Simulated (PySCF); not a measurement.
GaClBr2, SMILES [Br][Ga]([Br])[Cl].

Coordinates come from a PBE0-D3(BJ)/def2-SVP optimisation. The structure was generated by enumeration; whether it is a known compound was not checked.

Computed with PBE/def2-TZVP (PySCF).

```
Item                                                                                                           Result
---------------------------------------------------------------------------------------------  ----------------------
total energy                                                                                      -7532.30006 hartree
point group                                                                                                       C2v
highest occupied level                                                                                       -7.53 eV
lowest empty level                                                                                           -3.07 eV
orbital gap                                                                                                   4.46 eV
dipole moment                                                                                                  0.35 D
quadrupole, principal values (traceless, Buckingham form, about the centre of nuclear charge)  -3.20, -0.61, 3.80 D·Å
mean static polarisability                                                                      80.7 bohr³ (11.96 Å³)
polarisability, principal values                                                               54.5, 88.5, 99.0 bohr³
```
